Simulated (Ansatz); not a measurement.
Reaction (substitution at a C–C bond): `COCC(=O)O` + H₂Te → `O=C(O)[TeH]` + `COC`

Computed with Ansatz on PBE0-D4/def2-TZVP structures; ΔE is electronic, products minus reactants. CCSD(T)/CBS adds triple-zeta CCSD(T) − MP2 to the extrapolated MP2 energy (def2 sets, frozen cores). Functionals use def2-TZVPP. def2 core potentials past Kr. For Te outer-core shells are correlated without core-valence functions, which leaves a few kJ/mol of doubt a bond. One conformer a species, not always the lowest.

```csv
level,ΔE (kJ/mol)
PBE-D4,-6.3
r2SCAN-D4,-0.4
ωB97X-V,11.9
SCS-MP2/def2-TZVPP,2.2
CCSD/def2-TZVPP,12.6
CCSD(T)/def2-TZVPP,8.3
HF/def2-QZVPP,22.5
CCSD/CBS(def2),8.0
```

(1) What does CCSD(T)/CBS give? (Best estimate.)

Largest T1 diagnostic among the species: 0.015.

## Answers

(1) Ansatz gave: +3.7 kJ/mol. The listed levels differ from it by -10.0, -4.1, 8.2, -1.5, 8.9, 4.6, 18.8, 4.3 kJ/mol.

In def2-TZVPP, CCSD(T) changes the Hartree–Fock value by −15.1 kJ/mol (the triples alone add −4.3 kJ/mol) and MP2 by −23.1 kJ/mol. From PBE to PBE0 (25 % exact exchange), in def2-TZVPP and without D4, ΔE moves by +11.2 kJ/mol.
